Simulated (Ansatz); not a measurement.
Basis-set extrapolation for `BNC(C)=O` (PBE0-D4/def2-TZVP geometry, frozen core, Ansatz). Multiplicity 1, RHF reference.

```tsv
	def2-TZVPP	def2-QZVPP
HF	-233.367014	-233.377979
MP2 correlation	-0.865816	-0.926563
CCSD(T) correlation	-0.935812	not run
```

Energies in hartree. Use E(X) = E(∞) + A·exp(−7.88·√X) for Hartree–Fock and E(X) = E(∞) + B·X^(−2.97) for correlation, with X = 3 and 4, and add CCSD(T) minus MP2 of the smaller set to the MP2 limit.

Task: What is the CCSD(T) energy at the basis-set limit?

Result: HF limit: -233.377979 + (-0.010965) × 0.13774 = -233.37949. MP2 limit: -0.926563 + (-0.060747) × 0.74074 = -0.97156. Higher-order term: -0.935812 − (-0.865816) = -0.07000. Total: -234.42105 hartree, 74.2 kcal/mol below CCSD(T)/def2-TZVPP.
